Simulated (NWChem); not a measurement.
Species: C5H5F; SMILES FC1=CCC=C1

```xyz
11

F      0.0245    -2.0645     0.0000
C     -0.0347    -0.7412     0.0000
C     -1.1474     0.0172     0.0000
C     -0.7043     1.4449     0.0000
C      0.7921     1.3694     0.0000
C      1.1738     0.0763     0.0000
H     -2.1779    -0.3340     0.0000
H     -1.0776     1.9994     0.8815
H     -1.0776     1.9994    -0.8815
H      1.4476     2.2411     0.0000
H      2.1880    -0.3247     0.0000
```
Atoms are numbered in this order, from 1.

Computed with NWChem. Pople sets run with spherical d functions. Structure relaxed at the PBE0/def2-SVP level.

### Question
Predict the results for B3LYP/6-31+G*. Quantities: highest occupied level (eV); orbital gap (eV); dipole (D).

### Answer
```
Property                     Result
---------------------------  ------
highest occupied level (eV)   -6.25
orbital gap (eV)               5.37
dipole (D)                     2.02
```
